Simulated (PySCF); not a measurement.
Cd(I)(OH) (CdHIO), SMILES [OH][Cd][I]. Geometry: PBE0-D3(BJ)/def2-TZVP. The def2 effective core potentials stand for the cores of Cd, I; spin–orbit coupling is left out. The values are those of a single conformer.

The numbers are results of PBE0-D3(BJ)/def2-TZVP (PySCF), not measurements.

Harmonic wavenumbers (cm⁻¹): 97, 102, 209, 590, 788, 3888. Rotational constants (GHz): 666.0, 0.8814, 0.8803; symmetry number 1.

Problem. Work out the zero-point energy and the ideal-gas rigid-rotor harmonic-oscillator thermochemistry at 298.15 K and 1 atm.

Solution. ZPE = ½ Σ hcν = ½ × 5675 cm⁻¹ = 33.94 kJ/mol. H − E(el) = 49.80 kJ/mol. Entropy in J/(mol K): translation 177.92, rotation 100.19, vibration 40.43, total 318.54. G − E(el) = -45.17 kJ/mol. Cp = 64.42 J/(mol K). Modes under 150 cm⁻¹ make the vibrational entropy uncertain.
